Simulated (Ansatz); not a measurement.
Conformers of C2H8OSi2, SMILES `C=C[SiH2][SiH2]O`, each relaxed with PBE0-D4/def2-TZVP in Ansatz. CBS adds the triple-zeta coupled-cluster correction to the MP2 limit.

Not all of them had a frequency check.

Conformer A:

Z-matrix (Å, degrees):
```
Si
C 1 1.866
Si 1 2.352 2 108.2
H 1 1.490 2 109.0 3 119.9
H 1 1.490 2 109.8 3 -120.8
C 2 1.331 1 124.1 3 -106.1
H 2 1.090 1 118.0 3 72.2
O 3 1.657 1 110.9 2 -41.5
H 3 1.485 1 112.6 2 -159.4
H 3 1.494 1 108.4 2 80.5
H 6 1.086 2 121.8 1 -2.2
H 6 1.087 2 122.1 1 178.3
H 8 0.958 3 116.6 1 59.5
```

Conformer B:

Z-matrix (Å, degrees):
```
Si
C 1 1.861
Si 1 2.342 2 110.4
H 1 1.490 2 110.8 3 120.6
H 1 1.491 2 109.1 3 -119.8
C 2 1.330 1 123.6 3 115.1
H 2 1.089 1 118.1 3 -63.0
O 3 1.657 1 106.1 2 55.9
H 3 1.494 1 111.6 2 177.0
H 3 1.494 1 110.8 2 -64.5
H 6 1.087 2 121.8 1 1.6
H 6 1.087 2 122.1 1 -178.4
H 8 0.958 3 117.6 1 -178.8
```

(1) Which is lowest in electronic energy at CCSD(T)/CBS (frozen core, def2 sets), and by how much? (Best estimate.)

(2) Give the energies relative to B (kJ/mol) with ωB97M-V/def2-TZVPP, B2PLYP/def2-TZVPP, PBE0/def2-TZVPP, B3LYP/def2-TZVPP, SCS-MP2/def2-TZVPP, MP2/def2-QZVPP, HF/CBS(def2). (Estimate.)

Results:

(1) Computed: B; A lies 2.2 kJ/mol higher.

(2) Ansatz gave: 
| level | A |
| --- | --- |
| ωB97M-V/def2-TZVPP | 2.2 |
| B2PLYP/def2-TZVPP | 2.5 |
| PBE0/def2-TZVPP | 2.0 |
| B3LYP/def2-TZVPP | 2.5 |
| SCS-MP2/def2-TZVPP | 2.8 |
| MP2/def2-QZVPP | 2.4 |
| HF/CBS(def2) | 4.1 |

B3LYP here is the variant with VWN-RPA as its local correlation; programs differ in this.
